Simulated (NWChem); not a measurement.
System: C₂H₅FOSi; SMILES C=CO[SiH2]F

```xyz
10

C      0.3878    -2.7369    -0.0181
C     -0.2374    -1.5864     0.2124
O     -0.0323    -0.4704    -0.5629
Si    -0.5215     1.0655    -0.1886
F      0.5648     1.8042     0.7413
H      1.1068    -2.8409    -0.8239
H      0.1806    -3.5981     0.6067
H     -0.9654    -1.4654     1.0153
H     -0.6137     1.7933    -1.4679
H     -1.7948     1.0013     0.5699
```
Atoms are numbered in this order, from 1.

All runs: NWChem. Pople sets run with spherical d functions. Coordinates come from a B3LYP/6-31G* (spherical d) optimisation. Level: B3LYP/6-31G* with SMD (1 M gas to 1 M solution), gas-phase geometry. Reactions with the solvent are ignored.

Problem. What does the run give for solvent water? Quantities: solvation free energy (kcal/mol); cavity-dispersion-structure term (kcal/mol); dipole in solution (D).

Solution. 
```
Quantity                                     Value
-------------------------------------------  -----
solvation free energy (kcal/mol)               0.5
cavity-dispersion-structure term (kcal/mol)    4.5
dipole in solution (D)                        1.83
```
